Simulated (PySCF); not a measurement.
## Interval between two levels of Sm by level of theory

Sm [Xe] 4f6 6s2 [7F6, M_J = 6] → Sm [Xe] 4f5 6s2 7s1 [7H8, M_J = 8], as a difference of total energies. Computed with PySCF 2.14 in x2c-TZVPall-2c with one added diffuse shell each of s, p, d, f type (12s12p11d5f1g, 147 functions), with the two-component X2C-1e Hamiltonian. Correlated levels: [Ar] 3d10 frozen; the 18 highest virtual spinors dropped. "Screened" scales the spin-orbit matrix elements by Boettger's factors to mimic the two-electron term; Breit and QED terms are absent.

| method | interval between two levels (cm⁻¹) |
| --- | --- |
| GHF (screened spin-orbit) | 8212.4 |
| GMP2 (screened spin-orbit) | 17155 |

The labels give the starting determinants; with spin-orbit coupling the two ends relaxed to ⟨J²⟩ = 42.02, ⟨L²⟩ = 12.23, ⟨S²⟩ = 11.95 and ⟨J²⟩ = 77.31, ⟨L²⟩ = 36.86, ⟨S²⟩ = 11.74.

The promoted electron is Rydberg-like, and one or two diffuse shells describe it only roughly, which tends to raise the upper state.

The determinant of the upper state mixes levels of different J (the jj label is only the starting occupation), so the difference between spin-free and spin-orbit rows is not the physical spin-orbit shift.
